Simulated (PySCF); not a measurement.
# Simulated absorption spectrum

Species: C₅H₇ClN₂Si.
Atom-mapped SMILES: `[Cl:1][CH2:2][SiH2:3][c:4]1[n:5][cH:6][cH:7][cH:8][n:9]1` (hydrogens: H10, H11 on C2; H12, H13 on Si3; H14 on C6; H15 on C7; H16 on C8)

The calculation used TDDFT wB97X-D/def2-SVPD, vertical, gas phase, core orbitals frozen in the response (PySCF 2.14.0, density-fitted response routines). Geometry: GFN2-xTB, one conformer, isolated molecule. Torsions of this conformer, `[Cl:1][CH2:2][SiH2:3][c:4]1[n:5][cH:6][cH:7][cH:8][n:9]1`: Cl1–C2–Si3–C4 180°, C2–Si3–C4–N5 0°.

Broadening: Gaussians 0.4 eV wide at half height, area fixed by f = 4.319×10⁻⁹ ∫ε dν̃. The cross-section is σ = 3.8235×10⁻²¹ ε cm², given in Mb (10⁻¹⁸ cm²). The width is an assumption, not a result. The curve ends short of the highest state used, and states not computed would add to its high-energy end.

E (eV), σ (Mb) and a bar:
```
     3.86       0.00 
     3.95       0.01 
     4.03       0.04 
     4.12       0.13 
     4.21       0.34 
     4.30       0.64 
     4.38       0.90 #
     4.47       1.02 #
     4.56       0.86 #
     4.65       0.56 
     4.73       0.30 
     4.82       0.12 
     4.91       0.04 
     4.99       0.05 
     5.08       0.15 
     5.17       0.42 
     5.26       0.88 #
     5.34       1.39 #
     5.43       1.94 #
     5.52       2.58 ##
     5.61       3.75 ###
     5.69       5.42 ####
     5.78       7.37 #####
     5.87       8.09 ######
     5.96       7.01 #####
     6.04       5.60 ####
     6.13       6.20 ####
     6.22      12.43 #########
     6.30      24.27 #################
     6.39      41.89 ##############################
```

(1) Where are the band maxima, and which computed states make them?

(2) Coming from long wavelengths, where does ε first pass 100 L mol⁻¹ cm⁻¹?

(3) On this curve, what absorbance would a 10⁻⁵ mol/L sample give at 222 nm over a 1 cm path?

Results:

(1) 278 nm (4.46 eV), ε about 270, made up of S1 (97%); 212 nm (5.86 eV), ε about 2100, made up of S5 (98%) (ε in L mol⁻¹ cm⁻¹; maxima over ε = 5, shares over 10%). At its high-energy end, 6.39 eV, the curve is still rising (ε about 11000, from S6). The states used: S1 4.46 eV (f 0.0038); S2 4.55 eV (f 0.0001); S3 5.44 eV (f 0.0042); S4 5.49 eV (f 0.0022); S5 5.86 eV (f 0.031); S6 6.52 eV (f 0.221); S7 6.95 eV (f 0.0028); S8 6.99 eV (f 0.019).

(2) At about 293 nm (4.23 eV), 0.24 eV below S1.

(3) 222 nm is 5.585 eV, where ε is about 870 L mol⁻¹ cm⁻¹, so A = ε c l ≈ 0.0087 (Beer–Lambert, with the gas-phase spectrum and the assumed width).
